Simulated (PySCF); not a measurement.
Dipole moment and polarisability of `CO[SiH](OC)C(F)(F)F`

Compound: C₃H₇F₃O₂Si.
Geometry (GFN2-xTB, Å), atoms numbered from 1 in this order:
```
atom  x, y, z in Å
C1     2.4039   -0.5402    0.0106
O2     1.0076   -0.6445    0.1556
Si3   -0.2229    0.1932   -0.4566
O4    -1.5817   -0.2767    0.2392
C5    -2.2222   -1.5256    0.2632
C6    -0.1147    2.0427    0.1245
F7     1.1064    2.5578   -0.1756
F8    -1.0001    2.8679   -0.4643
F9    -0.2606    2.2229    1.4488
H10    2.7296    0.4964    0.0986
H11    2.8598   -1.1359    0.8014
H12    2.7086   -0.9303   -0.9617
H13   -0.2344    0.2144   -1.9164
H14   -1.5256   -2.3087    0.5619
H15   -3.0377   -1.4643    0.9834
H16   -2.6234   -1.7599   -0.7242
```

Level: PBE0/def2-SVPD (PySCF), static field, nuclei fixed, core orbitals frozen in the response. The polarisability tensor in these axes (au):

```
x   77.16  2.06 -0.59
y    2.06 72.02 -0.43
z   -0.59 -0.43 63.99
```

Q: Give the principal values, the mean and the anisotropy Δα = √{½[(α1 − α2)² + (α2 − α3)² + (α1 − α3)²]}.

A: Principal values 63.95, 71.31 and 77.91 au; mean 71.06 au = 10.53 Å³ = 11.72 × 10⁻⁴⁰ C²·m²/J; Δα = 12.10 au (17 % of the mean).

Q: What is the dipole moment, and where does it point?

A: (0.63, -3.48, -1.15) D, 3.72 D in size, pointing from the negative to the positive side. Measured along this direction, the outermost atoms are F8 at the negative end and H14 and H12 at the positive end.

Q: Form Σ f/ω² (atomic units) for the 6 lowest TDDFT singlets, given as eV and f, and set it beside the mean polarisability, which is this sum over all singlets: 7.53, 0.0142; 7.60, 0.0018; 7.82, 0.0032; 8.14, 0.0145; 8.34, 0.0146; 8.37, 0.0108.

A: They add up to 0.68 au, 1.0 % of the 71.06 au; the largest single term is 0.19 au, from the state at 7.53 eV. Terms in order: 0.19, 0.02, 0.04, 0.16, 0.16, 0.11 au. Higher excitations give the rest. The strengths listed sum to 0.059.

Q: How large is μ²/3kT at 400 K beside α?

A: In Gaussian units μ²/3kT = 83.71 Å³ against 10.53 Å³, a ratio of 7.95; the Debye molar polarisation (4π/3)N_A(α + μ²/3kT) is 237.7 cm³/mol, leaving out the vibrational part.

Q: What depolarisation ratio follows for Rayleigh scattering of linearly polarised light, taking the static tensor?

A: ρ = 3Δα²/(45ᾱ² + 4Δα²) = 439.4/(227197 + 585.9) = 0.00193.

Q: Refractivity n − 1 of an ideal gas of it at 350 K and 1 atm, from the electronic α?

A: N = p/kT = 2.0968 × 10¹⁹ cm⁻³, so n − 1 = 2π × N × 10.53 × 10⁻²⁴ cm³ = 1387 × 10⁻⁶ at long wavelengths.

The structure is a single GFN2-xTB conformer in the gas phase; no vibrational or solvent corrections.

These values come from a run that also computed excited states. On one thread, Arm Neoverse V1 (aarch64), shared host, this took 58 s wall and 1.0 GiB of memory at its peak.
